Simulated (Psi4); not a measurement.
Approach curve of the dimer CO ··· H6Si2 (SMILES [C-]#[O+] and [SiH3][SiH3]). Monomers: optimised at B3LYP-D3(BJ) (def2-TZVP), held rigid. Orientation: a random orientation, not optimised. Only R, the distance of the centres of mass, is varied, so the lowest point isn't the relaxed dimer.

Geometry at R = 4.67 Å (first 2 atoms: monomer A):
```
10

C      0.5625     0.0000     0.0000
O     -0.5625     0.0000     0.0000
Si     4.2763    -2.4705     1.3978
Si     4.0220    -1.4385    -0.6918
H      4.9652    -3.7753     1.2467
H      2.9508    -2.7037     2.0211
H      5.0804    -1.6119     2.3012
H      3.2178    -2.2970    -1.5952
H      3.3332    -0.1336    -0.5407
H      5.3475    -1.2053    -1.3152
```

SCS-MP2/aug-cc-pVDZ = DF-SCS-MP2/aug-cc-pVDZ, frozen core, counterpoise-corrected run with Psi4; BLYP-D3(BJ)/def2-TZVP, counterpoise-corrected (Psi4); SAPT0/jun-cc-pVDZ, frozen core (Psi4).

Interaction energies in kJ/mol:

```
R / Å  SCS-MP2/aug-cc-pVDZ  BLYP-D3(BJ)/def2-TZVP
-----  -------------------  ---------------------
4.08                 24.91                  17.66
4.26                 14.22                   9.07
4.47                  6.81                   3.35
4.67                  2.93                   0.57
4.84                  1.11                  -0.57
5.06                 -0.08                  -1.13
5.37                 -0.64                  -1.13
5.65                 -0.68                  -0.89
6.14                 -0.49                  -0.52
6.87                 -0.24                  -0.26
7.89                 -0.10                  -0.14
9.19                 -0.04                  -0.06
```

Task: Estimate the SAPT0/jun-cc-pVDZ values at these points.

Result: 4.08: 23.41; 4.26: 13.45; 4.47: 6.48; 4.67: 2.82; 4.84: 1.10; 5.06: -0.02; 5.37: -0.54; 5.65: -0.59; 6.14: -0.44; 6.87: -0.23; 7.89: -0.09; 9.19: -0.03 (kJ/mol).
